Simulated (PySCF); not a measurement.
# Radial density of V⁺ (vanadium, charge +1)

PW91, [Ar] 3d3 4p1, one real determinant (an excited configuration). All numbers are calculated (PySCF 2.14, the non-relativistic Hamiltonian (point nucleus), in aug-cc-pwCVTZ (10s9p7d4f3g, 127 functions)).

```json
{"r (bohr)": "0.00118", "4πr²ρ (e/bohr)": "0.1360", "4πr²(ρα − ρβ)": "0.0000"}
{"r (bohr)": "0.00199", "4πr²ρ (e/bohr)": "0.3707", "4πr²(ρα − ρβ)": "0.0000"}
{"r (bohr)": "0.00335", "4πr²ρ (e/bohr)": "0.9856", "4πr²(ρα − ρβ)": "0.0000"}
{"r (bohr)": "0.00563", "4πr²ρ (e/bohr)": "2.510", "4πr²(ρα − ρβ)": "-0.0001"}
{"r (bohr)": "0.00947", "4πr²ρ (e/bohr)": "5.955", "4πr²(ρα − ρβ)": "-0.0002"}
{"r (bohr)": "0.0159", "4πr²ρ (e/bohr)": "12.54", "4πr²(ρα − ρβ)": "-0.0005"}
{"r (bohr)": "0.0268", "4πr²ρ (e/bohr)": "21.65", "4πr²(ρα − ρβ)": "-0.0008"}
{"r (bohr)": "0.0450", "4πr²ρ (e/bohr)": "27.27", "4πr²(ρα − ρβ)": "-0.0004"}
{"r (bohr)": "0.0758", "4πr²ρ (e/bohr)": "23.14", "4πr²(ρα − ρβ)": "0.0034"}
{"r (bohr)": "0.127", "4πr²ρ (e/bohr)": "21.95", "4πr²(ρα − ρβ)": "0.0209"}
{"r (bohr)": "0.214", "4πr²ρ (e/bohr)": "29.62", "4πr²(ρα − ρβ)": "0.1264"}
{"r (bohr)": "0.361", "4πr²ρ (e/bohr)": "16.90", "4πr²(ρα − ρβ)": "0.6389"}
{"r (bohr)": "0.607", "4πr²ρ (e/bohr)": "9.703", "4πr²(ρα − ρβ)": "1.7630"}
{"r (bohr)": "1.02", "4πr²ρ (e/bohr)": "10.29", "4πr²(ρα − ρβ)": "2.0930"}
{"r (bohr)": "1.72", "4πr²ρ (e/bohr)": "2.570", "4πr²(ρα − ρβ)": "1.1006"}
{"r (bohr)": "2.89", "4πr²ρ (e/bohr)": "0.5480", "4πr²(ρα − ρβ)": "0.5169"}
{"r (bohr)": "4.85", "4πr²ρ (e/bohr)": "0.1648", "4πr²(ρα − ρβ)": "0.1648"}
{"r (bohr)": "8.17", "4πr²ρ (e/bohr)": "0.005563", "4πr²(ρα − ρβ)": "0.0056"}
```

⟨L²⟩ = 14.01 against 20 for a pure G term, so this real determinant mixes terms.
